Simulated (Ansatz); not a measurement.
**Relative stability**

The two ends of one reaction step of GeNH$_{7}$, closed shell (PBE0-D4/def2-TZVP).

A:

```xyz
9
angstrom
Ge -1.1858 -0.9988 0.0819
H -0.3121 -1.1904 1.3264
H -0.3948 -1.3094 -1.1934
H -2.3651 -1.9927 0.1672
H -1.7637 0.4198 0.0338
H 2.1472 0.6768 0.2611
N 1.2910 1.0876 -0.0908
H 1.1129 1.9215 0.4554
H 1.4706 1.3855 -1.0418
```

B:

```json
{"atom": "Ge1", "x (Å)": "-1.1444", "y (Å)": "0.0250", "z (Å)": "-0.4842"}
{"atom": "H2", "x (Å)": "2.1709", "y (Å)": "-1.7218", "z (Å)": "1.4665"}
{"atom": "H3", "x (Å)": "-0.8463", "y (Å)": "-1.1706", "z (Å)": "-1.4004"}
{"atom": "H4", "x (Å)": "-1.7762", "y (Å)": "-0.4347", "z (Å)": "0.8376"}
{"atom": "H5", "x (Å)": "-2.1270", "y (Å)": "0.9789", "z (Å)": "-1.2038"}
{"atom": "H6", "x (Å)": "1.8333", "y (Å)": "-1.1399", "z (Å)": "1.1356"}
{"atom": "N7", "x (Å)": "0.4792", "y (Å)": "0.7921", "z (Å)": "-0.0611"}
{"atom": "H8", "x (Å)": "0.4047", "y (Å)": "1.5724", "z (Å)": "0.5779"}
{"atom": "H9", "x (Å)": "1.0058", "y (Å)": "1.0983", "z (Å)": "-0.8683"}
```

Ansatz 0.2.0; basis: def2-TZVPP; cores frozen in the correlated methods. Filled d shells of the heavier atoms are correlated. The def2 sets are not built for correlating such inner shells, so the correlated values are less sure here. B3LYP uses VWN-RPA correlation.

Question: Which structure is lower at CCSD(T), and by how much? (An estimate is asked for; the value comes from the calculation.)

Answer: Computed: A, by 7.22 kcal/mol (electronic energy, against the other). By their contacts, A is a complex of GeH₄ + NH₃ and B is a complex of GeNH₅ ([NH2][GeH3]) + H₂.

All methods give the same order:

```json
{"method": "SPW92", "E(B) − E(A) (kcal/mol)": "9.01"}
{"method": "PBE-D4", "E(B) − E(A) (kcal/mol)": "7.71"}
{"method": "BLYP-D4", "E(B) − E(A) (kcal/mol)": "6.93"}
{"method": "r2SCAN-D4", "E(B) − E(A) (kcal/mol)": "7.52"}
{"method": "B97M-V", "E(B) − E(A) (kcal/mol)": "9.64"}
{"method": "PBE0-D4", "E(B) − E(A) (kcal/mol)": "8.33"}
{"method": "B3LYP-D4", "E(B) − E(A) (kcal/mol)": "7.71"}
{"method": "r2SCAN0-D4", "E(B) − E(A) (kcal/mol)": "8.11"}
{"method": "BHLYP-D4", "E(B) − E(A) (kcal/mol)": "8.38"}
{"method": "CAM-B3LYP-D4", "E(B) − E(A) (kcal/mol)": "8.14"}
{"method": "wB97X-V", "E(B) − E(A) (kcal/mol)": "7.67"}
{"method": "wB97M-V", "E(B) − E(A) (kcal/mol)": "8.02"}
{"method": "B2PLYP", "E(B) − E(A) (kcal/mol)": "7.25"}
{"method": "PBE-QIDH", "E(B) − E(A) (kcal/mol)": "7.54"}
{"method": "RPA on PBE", "E(B) − E(A) (kcal/mol)": "7.01"}
{"method": "HF", "E(B) − E(A) (kcal/mol)": "9.12"}
{"method": "MP2", "E(B) − E(A) (kcal/mol)": "5.73"}
{"method": "CCSD", "E(B) − E(A) (kcal/mol)": "7.85"}
{"method": "CCSD(T)", "E(B) − E(A) (kcal/mol)": "7.22"}
```

No T1 diagnostic of these runs exceeds 0.011.

Labels in which every atom is bracketed show which atoms are joined, not bond orders.

For scale, one of the runs: CCSD(T)/def2-TZVPP, 177 basis functions, launched by `ansatz run in.yaml --threads 2 --pin off --events-out ev --progress --plain --max-ram 4352MiB`. Time: 45 s of wall clock on 2 CPU threads of an Arm Neoverse V1; the host was shared. Peak host memory: 1.6 GiB.
